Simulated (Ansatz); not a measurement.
`[F][W](=[S])(=[S])[Cl]`. The species carries charge 0 and has multiplicity 1. W takes the def2 core potential.

```xyz
5

F    -1.671    0.657   -0.699
W    -0.073    0.027   -0.032
S    -0.329   -1.962    0.627
S     1.371    0.024   -1.571
Cl    0.701    1.255    1.676
```

Question: List the harmonic frequencies (cm⁻¹, unscaled) at PBE0-D4/def2-TZVP in Ansatz. (Best estimate.)

Answer: Computed: 138, 151, 179, 193, 208, 423, 568, 575, 703.

Question: Is this a minimum?

Answer: Yes, all 9 modes are real.

Question: Give the ideal-gas thermochemistry at 298.15 K and 1 bar (rigid rotor, harmonic oscillator; point group Cs, symmetry number 1).

Answer: Zero-point energy 18.8 kJ/mol; H(298) − E = 38.6 kJ/mol; entropy 361.3 J/(mol·K), of which translation 180.1, rotation 121.4, vibration 59.8; G(298) − E = -69.1 kJ/mol.

Question: And at 400, 500, 600, 800 and 1000 K?

Answer: 
| T (K) | H − E (kJ/mol) | S (J/mol/K) | G − E (kJ/mol) |
| --- | --- | --- | --- |
| 400 | 48.2 | 389.0 | -107.4 |
| 500 | 58.1 | 411.1 | -147.4 |
| 600 | 68.3 | 429.6 | -189.5 |
| 800 | 89.1 | 459.5 | -278.5 |
| 1000 | 110.2 | 483.1 | -372.9 |
